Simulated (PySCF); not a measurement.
Computed spin Hamiltonian

Species: C₃H₈ClOSi (doublet state).
Numbering: `[CH3:1][CH2:2][O:3][SiH:4][CH2:5][Cl:6]` (hydrogens: H7, H8, H9 on C1; H10, H11 on C2; H12 on Si4; H13, H14 on C5)

Cartesian coordinates in Å at the GFN2-xTB level; atoms count from 1:
```
atom  x, y, z in Å
C1     2.2005   -0.9818    0.1445
C2     1.3982    0.2320    0.5878
O3     0.1203    0.1798    0.0266
Si4   -1.2105    1.0557    0.3577
C5    -2.4491    0.3200   -0.8895
Cl6   -4.0902    0.8190   -0.4154
H7     1.7143   -1.8931    0.4832
H8     2.2671   -1.0067   -0.9400
H9     3.2020   -0.9360    0.5630
H10    1.3222    0.2585    1.6815
H11    1.8932    1.1555    0.2626
H12   -1.6324    0.9058    1.7498
H13   -2.4355   -0.7700   -0.8826
H14   -2.3009    0.6607   -1.9111
```

The hyperfine couplings belong to this conformer and change with its torsions.

Computed with UKS B3LYP, pcH-1 on C Cl H O Si, non-relativistic, mean-field spin-orbit, GIAO (PySCF 2.14.0). One conformer (not necessarily the lowest) at the GFN2-xTB geometry, without solvent, vibrations or thermal averaging. The geometry wasn't refined by DFT: couplings that depend on bond lengths, twists or pyramidal angles can differ widely from those at the functional's own minimum, by a factor of two or more for some ions and for spin on atoms past the first row. No stability test was run, so a lower SCF solution isn't excluded.

* g1, g2, g3: 2.00186, 2.00239, 2.00369
* g_iso: 2.00265
* Form of g: rhombic: the two nearest values differ by 29 % of g3 − g1
* ⟨S²⟩: 0.7513 (exact 0.7500)
* HOMO–LUMO gap, α and β orbitals: 5.73, 5.27 eV
* Basis functions: 250

Isotropic coupling and dipolar principal values T1 to T3, in MHz:

```json
{"atom": "C1", "isotope": "13C", "a_iso": "1.2", "of which spin–orbit": "0.0", "T1": "-0.4", "T2": "-0.3", "T3": "0.7", "Mulliken spin population": "0.00"}
{"atom": "C2", "isotope": "13C", "a_iso": "0.0", "of which spin–orbit": "0.0", "T1": "-1.0", "T2": "-0.6", "T3": "1.5", "Mulliken spin population": "-0.01"}
{"atom": "O3", "isotope": "17O", "a_iso": "-15.6", "of which spin–orbit": "-0.1", "T1": "-38.4", "T2": "18.6", "T3": "19.9", "Mulliken spin population": "0.08"}
{"atom": "Si4", "isotope": "29Si", "a_iso": "-552.6", "of which spin–orbit": "1.0", "T1": "-149.7", "T2": "73.5", "T3": "76.2", "Mulliken spin population": "0.83"}
{"atom": "C5", "isotope": "13C", "a_iso": "47.4", "of which spin–orbit": "0.0", "T1": "-5.1", "T2": "-4.4", "T3": "9.4", "Mulliken spin population": "0.02"}
{"atom": "Cl6", "isotope": "35Cl", "a_iso": "-0.1", "of which spin–orbit": "0.0", "T1": "-0.9", "T2": "-0.6", "T3": "1.5", "Mulliken spin population": "0.00"}
{"atom": "H7", "isotope": "1H", "a_iso": "0.0", "of which spin–orbit": "0.0", "T1": "-1.1", "T2": "-1.0", "T3": "2.1", "Mulliken spin population": "0.00"}
{"atom": "H8", "isotope": "1H", "a_iso": "0.0", "of which spin–orbit": "0.0", "T1": "-1.1", "T2": "-1.0", "T3": "2.1", "Mulliken spin population": "0.00"}
{"atom": "H9", "isotope": "1H", "a_iso": "0.9", "of which spin–orbit": "0.0", "T1": "-0.7", "T2": "-0.6", "T3": "1.3", "Mulliken spin population": "0.00"}
{"atom": "H10", "isotope": "1H", "a_iso": "1.8", "of which spin–orbit": "0.0", "T1": "-2.3", "T2": "-1.8", "T3": "4.1", "Mulliken spin population": "0.00"}
{"atom": "H11", "isotope": "1H", "a_iso": "6.3", "of which spin–orbit": "0.0", "T1": "-2.9", "T2": "-2.0", "T3": "4.9", "Mulliken spin population": "0.01"}
{"atom": "H12", "isotope": "1H", "a_iso": "141.8", "of which spin–orbit": "0.0", "T1": "-8.0", "T2": "0.2", "T3": "7.8", "Mulliken spin population": "0.06"}
{"atom": "H13", "isotope": "1H", "a_iso": "36.4", "of which spin–orbit": "0.0", "T1": "-3.8", "T2": "-0.6", "T3": "4.4", "Mulliken spin population": "0.02"}
{"atom": "H14", "isotope": "1H", "a_iso": "3.3", "of which spin–orbit": "0.0", "T1": "-4.5", "T2": "-2.8", "T3": "7.3", "Mulliken spin population": "0.00"}
```

The largest Mulliken spin populations are on Si4 (+0.83), O3 (+0.08) and H12 (+0.06). No atom but Si4 exceeds +0.15. The angles at Si4 add up to 326.3°, so it is pyramidal.

Under fast tumbling the dipolar parts average out, and these isotropic splittings remain: 1 × 1H (H12, I = 1/2, 2 lines) with 5.06 mT, 2 × 1H (H13/H14, I = 1/2, 3 lines) with 0.71 mT and 2 × 1H (H10/H11, I = 1/2, 3 lines) with 0.15 mT.

Means are taken over nuclei equivalent by connectivity, which assumes that they swap fast. The 1H value of +19.9 MHz is a mean of couplings from 3.3 to 36.4 MHz in this one geometry, not an average over conformers.

The 13C coupling of C5 (47.4 MHz) shows only in satellite lines or after enrichment, since that isotope makes up about 1.07 % of natural carbon.

The 29Si coupling of Si4 (-552.6 MHz) shows only in satellite lines or after enrichment, since that isotope makes up about 4.7 % of natural silicon.
